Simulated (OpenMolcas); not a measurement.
**Multiplet structure of Sb⁺**

```
Program             : OpenMolcas 26.06
Method              : XMS-CASPT2, IPEA 0.25 Eh, imaginary shift 0.1 Eh (closed shells correlated: 4d 5s)
Basis               : ANO-RCC-VTZP [7s6p4d2f1g]
Scalar Hamiltonian  : DKH2, point nucleus
Active space        : 2 electrons in 3 orbitals (5p)
State averaging     : 2S+1 = 3 even, 3 roots; 2S+1 = 1 even, 6 roots
Spin-orbit coupling : RASSI with atomic mean-field integrals over the reference wave functions, term energies averaged over their components
```

Spin-free terms above the lowest, with the occupations of the reference:

```csv
Configuration,Term,E (cm-1),Occupations
5s2 5p2,3P,0.0,5p 2.00
5s2 5p2,1D,7020,5p 2.00
5s2 5p2,1S,18360,5p 2.00
```

With spin-orbit coupling, above the lowest level:

| Configuration | Term | J | E (cm-1) | Measured (cm-1) | g | Term weight % | Second |
| --- | --- | --- | --- | --- | --- | --- | --- |
| 5s2 5p2 | 3P | 0 | 0.0 | 0.0 |  | 96 | 4 1S |
| 5s2 5p2 | 3P | 1 | 2620 | 3055 | 1.501 | 100 |  |
| 5s2 5p2 | 3P | 2 | 5060 | 5658 | 1.440 | 88 | 12 1D |
| 5s2 5p2 | 1D | 2 | 12160 | 12790 | 1.061 | 88 | 12 3P |
| 5s2 5p2 | 1S | 0 | 23590 | 23906 |  | 96 | 4 3P |

Against the 4 measured excited levels shown (NIST Handbook of Basic Atomic Spectroscopic Data) the mean absolute deviation is 490 cm-1; the largest miss in energy is 5s2 5p2 1D2: computed 12160, measured 12790 cm-1 (-4.9 %), and the largest in proportion 5s2 5p2 3P1 (-14.4 %).

Spin-orbit coupling puts the lowest level 4273 cm-1 below the lowest spin-free term.

For 3P the intervals divided by the larger J are 2615.0, 1224.1 cm-1. Landé's interval rule makes them equal in pure LS coupling; they differ by 72 % of their mean. The multiplet is regular.

Term energies are means over components that CASPT2 splits; among the terms shown or strongly mixed into the levels shown the widest spread is 790 cm-1 (5s2 5p2 1D). With the s shell closed, the reference lacks s² → p² mixing. Measured partners are found by configuration, term and J. A level has none where our copy of the source lacks it or the pairing is in doubt (some pairs that miss far off the trend of their configuration count as doubtful), and it then counts in no deviation. Levels of configurations outside the active space are missing.

The term weight is that of the spin-free term in the level, not the purity of its configuration.
